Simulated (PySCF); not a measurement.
Isomers of C6H11NOSi, mass 141.061 u with the commonest isotopes. Method: PBE0/pcSseg-1 in PySCF (dipole) on a GFN2-xTB geometry, gas phase. One conformer each, none proved a minimum here; rigid rotors.

Question: Order these by out-of-plane moment Σ m c² = (Ia + Ib − Ic)/2, largest first.
A. `[CH3:1][C@@H:2]1[CH:3]=[C:4]([C:5]([NH2:6])=[O:7])[CH2:8][SiH2:9]1` with C3–C4–C5–N6 -31°, C4–C5–N6–H 180° and -4°
B. `[CH:1]#[C:2][CH2:3][N:4]([CH3:5])[Si@@H:6]([OH:7])[CH:8]=[CH2:9]` with C2–C3–N4–C5 -66°, C3–N4–Si6–O7 43°, N4–Si6–O7–H 68°, N4–Si6–C8–C9 -135°
C. `[CH2:1]=[CH:2][CH2:3][NH:4][Si@@H:5]1[CH:6]=[CH:7][CH2:8][O:9]1` with C1–C2–C3–N4 124°, C2–C3–N4–Si5 81°, C3–N4–Si5–C6 -85°

Answer: B (48.23 u·Å²), C (32.34 u·Å²), A (19.44 u·Å²).

Question: Order these by rotational constant A, smallest first.
A. `[CH3:1][C@@H:2]1[CH:3]=[C:4]([C:5]([NH2:6])=[O:7])[CH2:8][SiH2:9]1` with C3–C4–C5–N6 -31°, C4–C5–N6–H 180° and -4°
B. `[CH2:1]=[CH:2][CH2:3][NH:4][Si@@H:5]1[CH:6]=[CH:7][CH2:8][O:9]1` with C1–C2–C3–N4 124°, C2–C3–N4–Si5 81°, C3–N4–Si5–C6 -85°
C. `[CH:1]#[C:2][CH2:3][N:4]([CH3:5])[Si@@H:6]([OH:7])[CH:8]=[CH2:9]` with C2–C3–N4–C5 -66°, C3–N4–Si6–O7 43°, N4–Si6–O7–H 68°, N4–Si6–C8–C9 -135°

Answer: A (2499 MHz), C (2735 MHz), B (3409 MHz).

Question: Order these by rotational constant B, smallest first.
A. `[CH:1]#[C:2][CH2:3][N:4]([CH3:5])[Si@@H:6]([OH:7])[CH:8]=[CH2:9]` with C2–C3–N4–C5 -66°, C3–N4–Si6–O7 43°, N4–Si6–O7–H 68°, N4–Si6–C8–C9 -135°
B. `[CH2:1]=[CH:2][CH2:3][NH:4][Si@@H:5]1[CH:6]=[CH:7][CH2:8][O:9]1` with C1–C2–C3–N4 124°, C2–C3–N4–Si5 81°, C3–N4–Si5–C6 -85°
C. `[CH3:1][C@@H:2]1[CH:3]=[C:4]([C:5]([NH2:6])=[O:7])[CH2:8][SiH2:9]1` with C3–C4–C5–N6 -31°, C4–C5–N6–H 180° and -4°

Answer: B (712.7 MHz), A (794.5 MHz), C (909.1 MHz).

```
                     SMILES  point group  Ia (u·Å²)  Ib (u·Å²)  Ic (u·Å²)      κ  μa (D)  μb (D)  μc (D)
C[C@@H]1C=C(C(N)=O)C[SiH2]1           C1     202.19     555.93     719.24  -0.77    1.86    3.29    0.61
      C#CCN(C)[Si@@H](O)C=C           C1     184.81     636.10     724.45  -0.90    0.64    1.35    1.24
        C=CCN[Si@@H]1C=CCO1           C1     148.27     709.08     792.68  -0.95    0.23    1.56    0.56
```
